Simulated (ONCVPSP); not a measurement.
## Al: one change to an ONCV potential, before and after

ONCVPSP 4.0.1 input, shortened (lines: element, Z, core and valence counts, functional; n l f; lmax; l rc ep ncon nbas qcut; lloc lpopt rc5 dvloc0; l nproj debl; icmod fcfact rcfact), PBE, scalar-relativistic:

```
  Al 13.00    1    4        4      upf
    1    0    2.00
    2    0    2.00
    2    1    6.00
    3    0    2.00
    3    1    1.00
    2
    0    1.15    0.00    4    8    7.80
    1    1.00    0.00    4    7   13.00
    2    1.20    0.44    4    8    8.90
    4    5    0.90    0.00
    0    3    2.50
    1    2    0.60
    2    2    0.40
    0    0.00    0.00
```

All-electron outer shells of the reference configuration (PBE, scalar-relativistic, ld1.x):

| shell | level (eV) | outermost node (bohr) | outermost maximum (bohr) |
| --- | --- | --- | --- |
| 1s | -1511.14 | – | 0.08 |
| 2s | -108.17 | 0.16 | 0.50 |
| 2p | -69.64 | – | 0.43 |
| 3s | -7.75 | 0.80 | 2.09 |
| 3p | -2.71 | 0.82 | 2.64 |

Change: s: qcut 9.6; p: qcut 16; d: qcut 10.9.

Cutoffs: the cutoffs (Ha) at which the residual kinetic energy of the hardest occupied pseudo-wave falls to 1 and 0.1 mHa per electron; they do not see the model core or the augmentation charge, which bear on the density cutoff. Errors are all-electron minus pseudo energies relative to the spin-unpolarised reference configuration.

Q: What does the change do?

A: The potential gets harder (72 Ha and 81 Ha → 88 Ha and 101 Ha); of the 3 tests that both files solve, the error grows in 0 and shrinks in 1 by more than 15 % and 0.3 meV (median size 0.5 → 0.5 meV); neither file shows a bound ghost.

```tsv
quantity	base	changed
cutoff, loose	72 Ha	88 Ha
cutoff, tight	81 Ha	101 Ha
loose cutoff by channel	s 25 Ha, p 72 Ha	s 27 Ha, p 88 Ha
bound ghosts	none	none
GHOST(+) flags under 300 eV	none	none
tests with a reliable result	3 of 4	3 of 4
error for 2s2 2p6 3s2 3p0, meV [ΔE 5.76 eV]	+0.3	+0.3
error for 2s2 2p6 3s1 3p0, meV [ΔE 24.99 eV]	-0.5	-0.5
error for 2s2 2p5 3s2 3p1, meV [ΔE 82.81 eV]	+356	+265
s: phases at 1.17 bohr within 0.05 rad from the reference energy up to (Ha; the scan ends near 5)	to the end of the scan	to the end of the scan
p: phases at 1.02 bohr within 0.05 rad from the reference energy up to (Ha; the scan ends near 5)	to the end of the scan	to the end of the scan
d: phases at 1.22 bohr within 0.05 rad from the reference energy up to (Ha; the scan ends near 5)	to the end of the scan	to the end of the scan
```
